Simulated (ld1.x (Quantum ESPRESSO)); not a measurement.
## Reading a pseudo-wave (dysprosium (Dy))

Columns: radius, all-electron u(r) and pseudo u(r) of the 5s shell (level -52.95 eV) of dysprosium in the configuration [Kr] 4d10 4f9 5s2 5p6 5d1 6s2 6p0; LDA (PZ), scalar-relativistic, TM scheme, ld1.x (Quantum ESPRESSO) 7.5.

| r (bohr) | all-electron | pseudo |
| --- | --- | --- |
| 0.098 | -0.0315 | 0.0711 |
| 0.195 | 0.3544 | 0.1435 |
| 0.292 | -0.1641 | 0.2201 |
| 0.390 | -0.5395 | 0.3038 |
| 0.488 | -0.4804 | 0.3954 |
| 0.585 | -0.1643 | 0.4945 |
| 0.682 | 0.2164 | 0.6010 |
| 0.780 | 0.5548 | 0.7119 |
| 0.878 | 0.8035 | 0.8184 |
| 0.975 | 0.9572 | 0.9088 |
| 1.072 | 1.0319 | 0.9728 |
| 1.170 | 1.0456 | 1.0018 |
| 1.268 | 1.0152 | 0.9919 |
| 1.365 | 0.9570 | 0.9480 |
| 1.463 | 0.8813 | 0.8792 |
| 1.560 | 0.7986 | 0.7984 |
| 1.658 | 0.7132 | 0.7132 |
| 1.755 | 0.6308 | 0.6308 |
| 1.852 | 0.5532 | 0.5532 |
| 1.950 | 0.4809 | 0.4809 |
| 2.047 | 0.4162 | 0.4162 |
| 2.145 | 0.3578 | 0.3578 |
| 2.242 | 0.3068 | 0.3068 |
| 2.340 | 0.2617 | 0.2617 |
| 2.438 | 0.2226 | 0.2226 |
| 2.535 | 0.1891 | 0.1891 |

Question: How many radial nodes do the two functions have?

Answer: The all-electron 5s function has n − l − 1 = 4 (the table is too coarse to show those close to the nucleus); the pseudo-wave has 0, since the states of the same l below it are removed with the core.

Question: At about which radius was the pseudo-wave matched?

Answer: 1.70 bohr. The columns agree to 0.0005 from 1.56 bohr on; several derivatives are matched, so the curves merge somewhat inside the radius.

Question: Is the pseudo-wave norm-conserving?

Answer: Yes: the TM scheme keeps the norm inside the radius equal to the all-electron one, which fixes the energy derivative of the logarithmic derivative at the level.
